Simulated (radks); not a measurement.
Problem. These are the eigenvalues of the occupied orbitals of an atom or ion with whole-number occupations (eV). Method: Dirac Kohn-Sham, revPBE, spin-unpolarised, spherical densities, finite nucleus; Fermi nuclear charge, rms radius of each element as measured or else 0.836 A^(1/3) + 0.57 fm; computed with a radial shooting solver on a logarithmic mesh with Libxc functionals.

1s1/2: -51810.48
2s1/2: -8595.479
2p1/2: -8169.017
2p3/2: -7422.483
3s1/2: -1916.762
3p1/2: -1731.291
3p3/2: -1577.165
3d3/2: -1257.714
3d5/2: -1224.087
4s1/2: -390.4845
4p1/2: -317.8087
4p3/2: -283.5422
4d3/2: -163.8989
4d5/2: -157.7121
5s1/2: -61.2169
5p1/2: -41.7036
5p3/2: -37.3023
4f5/2: -17.0380
4f7/2: -16.2533

Which element is it, and in what charge state? The configuration may be excited. Open shells, if any, fill j = l - 1/2 first.

Solution. Z = 65, terbium, charge +2: Tb2+ in [Xe] 4f9. The list shows which subshells hold electrons but not how many an open one holds; the 1s level, -1904 hartree, gives Z - s = 61.7 by -(Z - s)^2/2, which with screening and relativity narrows Z to a few neighbours, and the depths of the outer levels then fix element, charge and occupations together.
